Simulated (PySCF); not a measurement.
Computed IR spectrum (relative IR intensity) of a molecule C₂H₇ClGe. Geometry: PBE0-D3(BJ)/def2-SVP. The values are those of a single conformer. Computed with PBE0-D3(BJ)/def2-SVP in PySCF. Frequencies are harmonic and unscaled.

```json
[
 {"ν (cm⁻¹)": "416", "relative intensity": "35"},
 {"ν (cm⁻¹)": "481", "relative intensity": "16"},
 {"ν (cm⁻¹)": "590", "relative intensity": "10"},
 {"ν (cm⁻¹)": "701", "relative intensity": "24"},
 {"ν (cm⁻¹)": "784", "relative intensity": "100"},
 {"ν (cm⁻¹)": "872", "relative intensity": "64"},
 {"ν (cm⁻¹)": "973", "relative intensity": "6.8"},
 {"ν (cm⁻¹)": "988", "relative intensity": "5.6"},
 {"ν (cm⁻¹)": "1071", "relative intensity": "8.1"},
 {"ν (cm⁻¹)": "1244", "relative intensity": "2.3"},
 {"ν (cm⁻¹)": "1394", "relative intensity": "2.1"},
 {"ν (cm⁻¹)": "1430", "relative intensity": "3.2"},
 {"ν (cm⁻¹)": "1472", "relative intensity": "5.3"},
 {"ν (cm⁻¹)": "1476", "relative intensity": "5.5"},
 {"ν (cm⁻¹)": "2159", "relative intensity": "74"},
 {"ν (cm⁻¹)": "2167", "relative intensity": "99"},
 {"ν (cm⁻¹)": "3053", "relative intensity": "19"},
 {"ν (cm⁻¹)": "3066", "relative intensity": "5.8"},
 {"ν (cm⁻¹)": "3144", "relative intensity": "12"},
 {"ν (cm⁻¹)": "3154", "relative intensity": "8.1"}
]
```

Task: Pick the molecule that these values belong to.
A) [CH3][GeH]([CH3])[Cl]
B) C[CH2][GeH2][Cl]
C) ClC[CH2][GeH3]

Result: B, C[CH2][GeH2][Cl]
